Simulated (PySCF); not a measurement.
**UHF on Eu²⁺ (europium, charge +2)**

Configuration: [Xe] 4f6 6p1, one real determinant (an excited configuration). All numbers are calculated (PySCF 2.14, the spin-free X2C one-electron Hamiltonian (Gaussian nucleus), in x2c-TZVPPall (11s7p7d4f2g, 113 functions)).

```json
{
  "Total energy": "-10838.748111 hartree",
  "One-electron energy": "-14772.5489 hartree",
  "Hartree (Coulomb) energy": "4175.1182 hartree",
  "Exchange energy": "-241.3174 hartree",
  "⟨S²⟩": "15.7558",
  "⟨L²⟩": "14.014",
  "Sum of ⟨r⟩": "37.67 bohr",
  "Sum of ⟨r²⟩": "55.29 bohr²",
  "Traceless quadrupole moment −½Σ⟨3z² − r²⟩ along its main axis": "-7.56 e·bohr²",
  "Langevin diamagnetic susceptibility": "-43.8 ×10⁻⁶ cm³/mol"
}
```

| shell | electrons | mean orbital energy (eV) | spread (eV) | rms radius, mean of both spins (bohr) |
| --- | --- | --- | --- | --- |
| 1s α | 1 | -48780.4 | 0 | 0.0254 |
| 1s β | 1 | -48780.4 | 0 | 0.0254 |
| 2s α | 1 | -8149.1 | 0 | 0.103 |
| 2s β | 1 | -8149.0 | 0 | 0.103 |
| 2p α | 3 | -7267.6 | 0.243 | 0.0924 |
| 2p β | 3 | -7267.5 | 0.220 | 0.0924 |
| 3s α | 1 | -1864.6 | 0 | 0.266 |
| 3s β | 1 | -1860.9 | 0 | 0.266 |
| 3p α | 3 | -1583.8 | 0.758 | 0.266 |
| 3p β | 3 | -1579.5 | 1.377 | 0.266 |
| 3d α | 5 | -1202.0 | 0.586 | 0.245 |
| 3d β | 5 | -1197.4 | 1.294 | 0.245 |
| 4s α | 1 | -417.31 | 0 | 0.601 |
| 4s β | 1 | -407.12 | 0 | 0.601 |
| 4p α | 3 | -322.36 | 0.514 | 0.637 |
| 4p β | 3 | -311.03 | 2.321 | 0.637 |
| 4d α | 5 | -186.40 | 2.531 | 0.704 |
| 4d β | 5 | -171.66 | 2.563 | 0.704 |
| 5s α | 1 | -78.309 | 0 | 1.46 |
| 5s β | 1 | -74.411 | 0 | 1.46 |
| 5p α | 3 | -51.477 | 0.448 | 1.67 |
| 5p β | 3 | -48.444 | 0.632 | 1.67 |
| 4f α | 6 | -39.158 | 1.811 | 0.943 |
| 6p α | 1 | -14.223 | 0 | 4.42 |

⟨L²⟩ = 14.01 against 20 for a pure G term, so this real determinant mixes terms. Spin-orbit coupling, absent here, splits the open shell strongly.

Densities and radii are taken from the X2C orbitals without a picture-change correction, which distorts them close to the nucleus.

Spin-orbit constants ζ (cm⁻¹) from the X2C one-electron operator on these orbitals: bare nucleus, nucleus screened by l(l+1)(2l+1)/3 electrons, and screened by the Breit-Pauli mean field of the electrons.

```json
{"shell": "2p", "bare": "3366000", "screened nucleus": "3259000", "mean field": "n/a"}
{"shell": "3p", "bare": "693200", "screened nucleus": "671200", "mean field": "n/a"}
{"shell": "3d", "bare": "108000", "screened nucleus": "90880", "mean field": "n/a"}
{"shell": "4p", "bare": "151100", "screened nucleus": "146300", "mean field": "n/a"}
{"shell": "4d", "bare": "19690", "screened nucleus": "16570", "mean field": "n/a"}
{"shell": "4f", "bare": "2820", "screened nucleus": "1566", "mean field": "n/a"}
{"shell": "5p", "bare": "21430", "screened nucleus": "20750", "mean field": "n/a"}
{"shell": "6p", "bare": "2188", "screened nucleus": "2119", "mean field": "n/a"}
```

To first order the Landé constant is A = 243.5 cm⁻¹, so the lowest level has J = 1/2 and lies 0.528 eV below the centre of the term. This holds in LS coupling only.
